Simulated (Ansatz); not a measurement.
```xyz
8

O     1.123    1.029    0.227
W    -0.261   -0.146   -0.043
F    -0.497   -0.412    1.769
F    -0.131   -0.006   -1.879
F    -1.472   -1.511   -0.316
F     1.022   -1.495   -0.064
Cl   -1.861    1.463   -0.024
H     2.076    1.077    0.329
```

Charge 0, multiplicity 1. W takes the def2 core potential.

Q: List the B3LYP/def2-TZVPP orbital energies in eV (Ansatz 0.2.0). (Best estimate.)

A: Ansatz gave: Occupied: -2763.29, -672.40, -672.40, -672.26, -672.19, -522.72, -258.06, -197.02, -196.97, -196.96, -86.47, -49.59, -49.56, -49.40, -33.10, -32.53, -32.38, -32.09, -28.79, -23.05, -16.97, -15.26, -14.59, -14.35, -14.33, -14.14, -13.42, -12.72, -12.71, -12.47, -12.00, -12.00, -11.84, -11.33, -11.02, -10.90, -9.82, -9.82. Lowest empty: -4.39, -4.34, -3.78, -0.44, 0.08, 0.83, 1.91, 2.90.

B3LYP here is the variant with VWN-RPA as its local correlation; programs differ in this.
